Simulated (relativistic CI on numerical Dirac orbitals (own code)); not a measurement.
**Sensitivity of the levels of Sm¹⁹⁺ to α and to the nuclear radius**

Method of calculation: Dirac-Coulomb-Breit CI, separate exchange-only KLI orbitals for each configuration, derivatives by finite differences, unscaled Slater integrals, QED left out (own radial code, finite nucleus).

CI space (outside the closed core [Ar] 3d10): 4s²4p⁶4d⁷, 4s²4p⁵4d⁸, 4s²4p⁶4d⁶4f, 4s²4p⁴4d⁹, 4s4p⁶4d⁸, 4s²4p⁶4d⁶5s, 4p⁶4d⁹, 4s4p⁵4d⁹. Levels of other configurations are missing.

With x = (α/α₀)² − 1 an excitation energy changes as ω = ω₀ + qx; K = 2q/ω₀ is the relative enhancement. Terms are leading LS components, so labels can repeat. The field-shift factor is F = δν/δ⟨r²⟩ for the transition from the lowest level.

Lowest level 4s²4p⁶4d⁷ ⁴F9/2.

| Level | ω₀ (cm⁻¹) | q (cm⁻¹) | K | F (GHz/fm²) |
| --- | --- | --- | --- | --- |
| 4s²4p⁶4d⁷ ²P3/2 | 26086 | -1171 | -0.0898 | -0.263 |
| 4s²4p⁶4d⁷ ²D5/2 | 33271 | 10130 | 0.609 | 0.159 |
| 4s²4p⁶4d⁷ ⁴F7/2 | 38870 | 44290 | 2.28 | 0.716 |
| 4s²4p⁶4d⁷ ⁴F3/2 | 57864 | 47020 | 1.63 | 0.754 |
| 4s²4p⁶4d⁷ ⁴P5/2 | 61617 | 46860 | 1.52 | 0.836 |
| 4s²4p⁶4d⁷ ²G9/2 | 62474 | 38550 | 1.23 | 0.692 |
| 4s²4p⁶4d⁷ ⁴P1/2 | 68748 | 42940 | 1.25 | 0.524 |
| 4s²4p⁶4d⁷ ²H11/2 | 81731 | 41380 | 1.01 | 0.883 |
| 4s²4p⁶4d⁷ ²G7/2 | 85585 | 50830 | 1.19 | 0.866 |
| 4s²4p⁶4d⁷ ²D5/2 | 101626 | 80240 | 1.58 | 1.25 |
| 4s²4p⁶4d⁷ ⁴P3/2 | 103088 | 85340 | 1.66 | 1.33 |
| 4s²4p⁶4d⁷ ²F5/2 | 106367 | 38020 | 0.715 | 0.74 |
| 4s²4p⁶4d⁷ ²P1/2 | 116127 | 89030 | 1.53 | 1.15 |

At this charge energies of transitions that change n are usually good to better than 1 %, and those within a shell (Δn = 0) to a few per cent. Terms inside the open d or f shell come out 10 to 20 % too wide with unscaled integrals.
